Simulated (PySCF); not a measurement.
# Removal energies of Ho⁴⁹⁺ from EOM-IP-GCCSD

Reference: closed-shell Ho⁴⁹⁺, [Ar]; one electron is removed. Calculated with PySCF 2.14, two-component X2C-1e with screened spin-orbit coupling, an uncontracted even-tempered set (18 s from 4.4 bohr⁻², ratio 2.6; 14 p from 5.7 bohr⁻², ratio 2.6; 5 d from 5.8 bohr⁻², ratio 2.8; 3 f from 93 bohr⁻², ratio 2.8); frozen [Ne]; the 62 highest virtual spinors dropped; of the others 50 kept and the rest restored at second order. No Breit or QED terms. Binding energies in eV.

| level | Koopmans | second order | EOM-CCSD |
| --- | --- | --- | --- |
| 3s1/2 | 4876.3 | near a pole | 4860.8 |
| 3p1/2 | 4692.1 | 4692.0 | 4692.0 |
| 3p3/2 | 4471.7 | 4472.6 | 4472.9 |

In EOM-CCSD the overlap with the one-orbital guess is low for 3s1/2 (weight 0.77). That can mean mixing with two-hole, one-particle states, where second order and EOM-CCSD lose accuracy, or only a rotation among the degenerate components of the shell; the terms of those configurations are not listed.

For comparison, the ionisation energy of Ho⁴⁹⁺ is 4469 ± 4 eV (theoretical estimate listed by NIST; NIST Atomic Spectra Database, ionization energies).
